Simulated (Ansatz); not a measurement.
Relaxation of BrF$_{2}$H$_{2}$NSi (7 atoms, charge 0, multiplicity 1), to a largest force component of 0.03 eV/Å in at most 50 steps.

Level of theory: UKS B3LYP-D4/def2-mTZVP (Ansatz 0.2.0).

```xyz
7
Properties=species:S:1:pos:R:3
Si -0.981 -0.209 -0.169
Br 1.808 1.069 1.733
N 0.300 -0.612 -0.998
H 1.827 0.143 0.571
F -2.208 0.759 -0.448
F -1.244 -0.815 1.262
H 0.498 -0.334 -1.951
```

Question: Where does it end, and by what steps?

Answer: It converged. After 16 steps the energy has fallen by 0.153 eV; F5 moved furthest, 1.27 Å.

```tsv
step	energy less start (eV)	largest force component (eV/Å)	accepted
0	0.0000	0.581	yes
1	-0.0093	0.298	yes
2	-0.0370	0.333	yes
3	-0.0508	0.209	yes
4	-0.0731	0.325	yes
5	-0.0964	0.366	yes
6	-0.1172	0.283	yes
7	-0.1310	0.409	yes
8	-0.1457	0.087	yes
9	-0.1353	1.054	no
10	-0.1473	0.064	yes
11	-0.1496	0.119	yes
12	-0.1505	0.126	yes
13	-0.1516	0.087	yes
14	-0.1522	0.065	yes
15	-0.1525	0.056	yes
16	-0.1526	0.028	yes
```

```xyz
7
Properties=species:S:1:pos:R:3
Si -1.187 -0.173 -0.167
Br 2.751 0.366 1.468
N 0.317 0.066 -0.600
H 1.614 0.225 0.502
F -2.525 -0.344 -0.989
F -1.588 -0.289 1.349
H 0.618 0.148 -1.564
```

Whether the end is a true minimum wasn't checked by a vibrational analysis.

The run took 88 s on 4 threads of Arm Neoverse N1, with other jobs on the host, peak memory 0.43 GiB.
